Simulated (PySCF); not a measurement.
Bi²⁺: ionisation energy

Bi²⁺ [Xe] 4f14 5d10 6s2 6p1 (2P) → Bi³⁺ [Xe] 4f14 5d10 6s2 (1S), as a difference of total energies. Calculation: PySCF 2.14, in aug-cc-pVTZ-PP with one added diffuse shell each of d, f type with ECP60MDF (6s5p5d3f, 67 functions); scalar relativity through the core potential. Correlated levels: valence: 5s2 5p6 5d10 frozen. The calculations carry no spin-orbit coupling.

| method | ionisation energy (eV) | difference from reference (eV) |
| --- | --- | --- |
| UHF | 23.042 | -2.529 |
| MP2 (valence) | 23.237 | -2.334 |
| SCS-MP2 (valence) | 23.227 | -2.344 |
| CCSD (valence) | 23.292 | -2.279 |
| CCSD(T) (valence) | 23.302 | -2.269 |

Reference: 25.571 eV (measured; NIST Atomic Spectra Database, ionization energies).

The reference lies between the lowest fine-structure levels, while these numbers refer to the centres of the terms.

Errors of the correlated levels include the incompleteness of this basis and the frozen core.

Every method misses the reference by a wide margin, which points to the basis or the choice of state and not to the methods.
